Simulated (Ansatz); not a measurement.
Geometry optimisation, Ansatz 0.2.0, RKS B3LYP-D4/def2-SVP.

The input (input.yaml):

```yaml
crystal:
  periodic: [false, false, false]
  atoms:
    - { symbol: Ga, position_ang: [0.122141, 0.745262, -0.44338] }
    - { symbol: O, position_ang: [-0.292449, -0.126202, 2.379758] }
    - { symbol: H, position_ang: [-1.048433, -0.340076, 1.810532] }
    - { symbol: "N", position_ang: [1.666362, 0.013293, -1.086458] }
    - { symbol: H, position_ang: [1.707608, -0.983228, -1.278996] }
    - { symbol: H, position_ang: [2.549455, 0.320817, -0.690041] }
    - { symbol: "N", position_ang: [-1.536592, -0.041788, -0.605681] }
    - { symbol: H, position_ang: [-1.641917, -0.863244, -1.195263] }
    - { symbol: H, position_ang: [-2.348614, 0.557686, -0.733501] }
    - { symbol: "N", position_ang: [0.138914, 2.351672, 0.577908] }
    - { symbol: H, position_ang: [1.00211, 2.888196, 0.589258] }
    - { symbol: H, position_ang: [-0.642831, 2.99214, 0.462559] }
    - { symbol: H, position_ang: [-0.176753, 0.844073, 2.228704] }
basis:
  gaussian: { orbitals: def2-SVP }
hamiltonian:
  xc: b3lyp
  dispersion: d4
relax:
  f_tol: 0.03
  max_steps: 50
```

Command:

```bash
$ ansatz run input.yaml --threads 4 --pin off --max-ram 5120MiB --backend cpu --events-out ev --progress --plain --runs-dir out
```

Where does it end, and by what steps?

The forces met the threshold. After 10 steps the energy has fallen by 0.219 eV; O2 moved furthest, 0.51 Å. Joined: Ga1–O2 (2.98 → 2.23 Å).

| step | energy less start (eV) | largest force component (eV/Å) | accepted |
| --- | --- | --- | --- |
| 0 | 0.0000 | 0.850 | yes |
| 1 | -0.0740 | 0.874 | yes |
| 2 | -0.1191 | 0.914 | yes |
| 3 | -0.1639 | 0.971 | yes |
| 4 | -0.1122 | 0.734 | no |
| 5 | -0.2087 | 0.323 | yes |
| 6 | -0.2079 | 0.149 | no |
| 7 | -0.2171 | 0.099 | yes |
| 8 | -0.2176 | 0.068 | yes |
| 9 | -0.2185 | 0.051 | yes |
| 10 | -0.2190 | 0.017 | yes |

```xyz
13
Properties=species:S:1:pos:R:3
Ga 0.117 0.673 -0.173
O -0.094 -0.105 1.908
H -1.005 -0.354 1.653
N 1.626 0.016 -1.001
H 1.651 -0.981 -1.205
H 2.526 0.284 -0.612
N -1.594 -0.046 -0.469
H -1.645 -0.845 -1.099
H -2.307 0.615 -0.775
N 0.092 2.364 0.657
H 0.957 2.902 0.615
H -0.659 2.991 0.372
H -0.164 0.845 2.145
```

Whether the end is a true minimum wasn't checked by a vibrational analysis.

The run took 27 s on 4 threads of Arm Neoverse V2, with other jobs on the host, peak memory 0.34 GiB.
